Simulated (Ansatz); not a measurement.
Energy profile

The step: SiH₂Cl₂ ([Cl][SiH2][Cl]) + HCl → SiHCl₃ ([Cl][SiH]([Cl])[Cl]) + H₂; bonds formed: Si1–Cl7, H2–H6; bonds broken: Si1–H2, H6–Cl7 (atoms numbered as in the saddle structure below).

Si1  (-0.429, 0.015, -0.126)
H2  (0.701, -0.659, 0.901)
Cl3  (-0.180, -0.883, -1.917)
Cl4  (-1.733, -1.206, 0.931)
H5  (-1.147, 1.288, -0.054)
H6  (1.221, 0.042, 0.582)
Cl7  (1.567, 1.402, -0.317)
(Å)

Electronic energies by CCSD(T) at an estimated basis limit (MP2 extrapolated from triple and quadruple zeta, plus CCSD(T) − MP2 in triple zeta), on PBE0-D4/def2-TZVP structures; SiH3Cl3, closed shell; no counterpoise correction. Computed with Ansatz 0.2.0 (basis: def2-TZVPP and def2-QZVPP); correlated methods freeze the cores. Extrapolation: Hartree–Fock as exp(−7.88 √X), correlation as X^−2.97.

Problem. Give the profile in kJ/mol, counted from the separated reactants. (To be estimated.)

Solution. Computed:
| point | kJ/mol |
| --- | --- |
| separated: SiH2Cl2 (linked as [Cl][SiH2][Cl]; Si1, H2, Cl3, Cl4, H5; singlet) + HCl (H6, Cl7; singlet) | 0.0 |
| start structure | -9.8 |
| saddle | 160.7 |
| end structure | -79.5 |
| separated: SiHCl3 (linked as [Cl][SiH]([Cl])[Cl]; Si1, Cl3, Cl4, H5, Cl7; singlet) + H2 (H2, H6; singlet) | -77.4 |

T1 diagnostic: at most 0.011. The end structure is not quite a true minimum (one mode of 48i cm⁻¹).

For scale, one of the runs: CCSD(T)/def2-TZVPP, 210 basis functions (an equivalent command: `ansatz run in.yaml --threads 4`). The run took 53 s on 4 CPU threads (shared host), with 2.5 GiB of host memory at its peak.
